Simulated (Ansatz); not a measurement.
Program: Ansatz 0.2.0.

BrSi (`[Si]Br`) radical at its PBE0-D4/def2-TZVP geometry, where that method's forces vanish. Charge 0, multiplicity 2.

```
atom   x (Å)   y (Å)   z (Å)
 Si1  -0.086   1.098   0.178
 Br2   0.086  -1.098  -0.178
```

Question: For each bond, give half the difference of the two atoms' forces along it (eV/Å; positive pushes the atoms apart) under PBE-D4, r2SCAN-D4, B3LYP-D4, ωB97M-V in def2-TZVPP. (Estimate.)

Answer: The calculation gave: 
| bond | length (Å) | PBE-D4 | r2SCAN-D4 | B3LYP-D4 | ωB97M-V |
| --- | --- | --- | --- | --- | --- |
| Si1–Br2 | 2.231 | 0.24 | 0.05 | 0.27 | -0.01 |

B3LYP here is the variant with VWN-RPA as its local correlation; programs differ in this.
